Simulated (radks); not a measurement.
Values are calculated unless marked as measured or tabulated.
Task: Ionisation of the thallium ion Tl3+, [Xe] 4f14 5d10, to Tl4+, [Xe] 4f14 5d9, under several functionals. Scalar-relativistic Kohn-Sham, spin-unpolarised, spherical densities, point nucleus; a radial shooting solver on a logarithmic mesh with Libxc functionals. Known Delta-SCF values: BLYP 51.626 eV; B86b exchange with PBE correlation 51.811 eV. What does BP86 give, and what is its highest occupied eigenvalue?

Result: 51.883 eV by Delta-SCF; the 5d eigenvalue is -44.415 eV. NIST: 51.14 eV (measured).

Beside tabulated values, note that spin-unpolarised runs miss the spin-polarisation part of the exchange energy of open shells, and scalar-relativistic runs lack spin-orbit coupling.
